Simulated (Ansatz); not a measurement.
Molecule: tribromoborane, BBr₃ (charge 0, singlet). SMILES: BrB(Br)Br
Geometry: optimised at B3LYP-D3(BJ)/def2-TZVP (Ansatz, a first-principles code).

Quantity: vertical electron affinity (to the doublet state of charge -1; a negative value means that the extra electron is unbound and the number depends on the basis; each state is the SCF solution reached for its spin; the molecule has degenerate orbitals, so one determinant may break the symmetry), in eV. Valence correlation only, unless marked. UHF or UKS for open shells. Spin-orbit coupling is left out. Frozen are the shells of the preceding noble gas and the d and f shells that filled before the atom's block. Non-relativistic. Anions need diffuse functions: aug- sets have them; def2-D sets add few. Basis-set limits of correlation are two-point, X^-3; Hartree-Fock from the larger set. The bracket is a focal-point correction in the basis named.

| level | program | vertical electron affinity (eV) |
|---|---|---|
| r2SCAN/def2-TZVPD | Ansatz | 0.55 |
| B3LYP/def2-TZVPD | Ansatz | (withheld) |
| PBE0/def2-TZVPD | Ansatz | 0.55 |
| CAM-B3LYP/def2-TZVPD | Ansatz | 0.55 |
| CCSD/aug-cc-pVDZ | Ansatz | (withheld) |
| RI-MP2/CBS(aug-cc-pVTZ,aug-cc-pVQZ)+[CCSD(T)-MP2]/aug-cc-pVTZ | Ansatz | (withheld) |

**Question.** Fill in the missing entries.

**Answer.** 
- B3LYP/def2-TZVPD, vertical electron affinity (eV): 0.49
- CCSD/aug-cc-pVDZ, vertical electron affinity (eV): 0.22
- RI-MP2/CBS(aug-cc-pVTZ,aug-cc-pVQZ)+[CCSD(T)-MP2]/aug-cc-pVTZ, vertical electron affinity (eV): 0.46
